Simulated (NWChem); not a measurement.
# BGeH₅; SMILES [BH2][GeH3]

```xyz
7

B      0.0001     1.7260    -0.0118
Ge     0.0000    -0.3325    -0.0037
H     -1.2484    -0.9520    -0.6617
H      1.2512    -0.9526    -0.6559
H     -0.0036    -0.7773     1.4786
H      1.0362     2.3463     0.0078
H     -1.0363     2.3458     0.0078
```
Atoms are numbered in this order, from 1.

Computed with NWChem. The geometry was optimised at PBE0/def2-SVP. B3LYP is NWChem's, with the RPA form of VWN correlation. Ions are spin-unrestricted doublets at the neutral geometry; other ion states weren't tried.

**Question.** Estimate the computed values for B3LYP/def2-SVP. Quantities: vertical ionisation energy, ΔSCF (eV); −ε(HOMO) (eV).

**Answer.** 
| Item | Value |
|---|---|
| vertical ionisation energy, ΔSCF (eV) | 11.41 |
| −ε(HOMO) (eV) | 8.13 |
